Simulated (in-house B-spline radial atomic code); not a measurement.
Successive ionisation energies of gold; each step leads to the configuration of the next row (after the last: [Kr] 4d10 4f5/2(6) 4f7/2(1)). Dirac energy differences include first-order Breit, QED and recoil terms. NIST's values go from ground level to ground level; the uncertainty of those that are theory runs from under 0.1 % in few-electron ions to several per cent in heavy many-electron ones. Computed with a radial B-spline atomic code at the basis-set limit: Dirac-Hartree-Fock, jj configuration that fills j = l - 1/2 first, finite nuclei.

A number in brackets counts the electrons of a j subshell.

```
  ion                    configuration  ionisation energy (eV)  tabulated value (eV)  computed minus tabulated (eV)  highest orbital  largest mean radius (bohr)
Au20+  [Kr] 4d10 4f5/2(6) 4f7/2(6) 5s1                   539.2                   550                          -10.8            5s1/2                     0.81686
Au21+      [Kr] 4d10 4f5/2(6) 4f7/2(6)                       ?                     ?                              ?                ?                           ?
Au22+      [Kr] 4d10 4f5/2(6) 4f7/2(5)                       ?                     ?                              ?                ?                           ?
Au23+      [Kr] 4d10 4f5/2(6) 4f7/2(4)                   705.0                   710                           -5.0            4f7/2                     0.44142
Au24+      [Kr] 4d10 4f5/2(6) 4f7/2(3)                   753.5                   760                           -6.5            4f7/2                     0.43806
Au25+      [Kr] 4d10 4f5/2(6) 4f7/2(2)                   803.2                   820                          -16.8            4f7/2                      0.4347
```

Fill in the row of Au21+.

ionisation energy (eV): 611.3; tabulated value (eV): 600; computed minus tabulated (eV): 11.3; highest orbital: 4f7/2; largest mean radius (bohr): 0.45452.

Fill in the row of Au22+.

ionisation energy (eV): 657.6; tabulated value (eV): 650; computed minus tabulated (eV): 7.6; highest orbital: 4f7/2; largest mean radius (bohr): 0.44724.
